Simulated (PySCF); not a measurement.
# Shapes and spin states of Au3

Computed with PBE0/[Au def2-TZVP with ECP60], scalar-relativistic core potentials, density fitting, no spin–orbit coupling, PySCF.

Relaxations began from a few typed shapes and spin states; open shells are unrestricted. The search is not exhaustive: other isomers or separated fragments can lie lower, and high-lying points may rest on an excited occupation.

**Question.** Order these stationary points by electronic energy, lowest first, in kJ/mol from the lowest minimum.
A. quartet D3h: Au–Au 2.622 Å (×3); Au–Au–Au 60.0° (×3)
B. doublet C2v: Au–Au 2.574 Å (×2); Au–Au–Au 133.6°

**Answer.** B (0.0), A (180.6).

**Question.** Which of them are minima?

**Answer.** By energy in kJ/mol, 0.0: not settled, its softest mode being under 30 cm⁻¹; 180.6: minimum.

For the lowest minimum: other spin states or occupations of the open shell can lie lower. No spin–orbit coupling is included, which matters more the heavier the element.
